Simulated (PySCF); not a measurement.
H₃OSi, SMILES [O][SiH3], multiplicity 2. Atoms are numbered in the order given.

```xyz
5

O      1.1836    -0.0267     0.0000
Si    -0.4742    -0.0013     0.0000
H     -0.7218     1.4692     0.0000
H     -1.0542    -0.6187    -1.2149
H     -1.0542    -0.6187     1.2149
```
Charge 0, spin multiplicity 2.

Geometry: B3LYP-D3(BJ)/def2-TZVP. The isomer is the one that the SMILES or the coordinates give; other isomers of the formula were not compared.

Level of theory: PBE0/def2-TZVPD (PySCF).

Mulliken values depend strongly on the basis, most of all with diffuse functions as here. ESP charges are fitted to the potential on shells at 1.4 to 2.0 van der Waals radii. Atomic charges (e):

```
atom  meta-Löwdin  ESP fit  Mulliken spin
----  -----------  -------  -------------
O1          -0.47    -0.29           0.93
Si2          0.74     0.52          -0.04
H3          -0.06    -0.06           0.09
H4          -0.10    -0.08           0.01
H5          -0.10    -0.08           0.01
```
